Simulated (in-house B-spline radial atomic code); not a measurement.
Configurations of Br5+, with energies counted from [Ar] 3d10 4s2. Level of theory: non-relativistic TPSSh, spin-polarised, spherical fractional occupations, exact exchange averaged over the configuration, point nucleus; calculated with a radial B-spline atomic code at the basis-set limit. Shells without spins written out take the highest spin.

Occupations are held fixed; configurations that lie above the ionisation limit could autoionise.

```json
{"configuration": "[Ar] 3d10 4s1 5s1", "E - E(ref) (eV)": "43.35", "highest orbital": "5s up", "its <r> (bohr)": "2.94"}
{"configuration": "[Ar] 3d10 4s1 5f1", "E - E(ref) (eV)": "64.887", "highest orbital": "5f up", "its <r> (bohr)": "4.833"}
{"configuration": "[Ar] 3d9 4s2 4d1", "E - E(ref) (eV)": "101.96", "highest orbital": "4d up", "its <r> (bohr)": "1.928"}
{"configuration": "[Ar] 3d9 4s2 4f1", "E - E(ref) (eV)": "121.37", "highest orbital": "4f up", "its <r> (bohr)": "2.63"}
{"configuration": "[Ar] 3d9 4s2 5f1", "E - E(ref) (eV)": "132.75", "highest orbital": "5f up", "its <r> (bohr)": "4.738"}
{"configuration": "[Ne] 3s2 3p5 3d10 4s2 5f1", "E - E(ref) (eV)": "238.47", "highest orbital": "5f up", "its <r> (bohr)": "4.736"}
```

**Question.** Order these further configurations by energy, lowest first.
A. [Ne] 3s2 3p5 3d10 4s2 5d1
B. [Ar] 3d10 4s1 5d1
C. [Ar] 3d10 4s1 4f1
D. [Ar] 3d9 4s2 5s1
E. [Ar] 3d9 4s2 5d1

**Answer.** C (53.701 eV), B (57.226 eV), D (110.73 eV), E (124.74 eV), A (230.47 eV).

**Question.** How far above the reference does [Ar] 3d10 4s1 5p1 lie?

**Answer.** 48.705 eV; its least bound orbital is 5p up with <r> = 3.214 bohr.
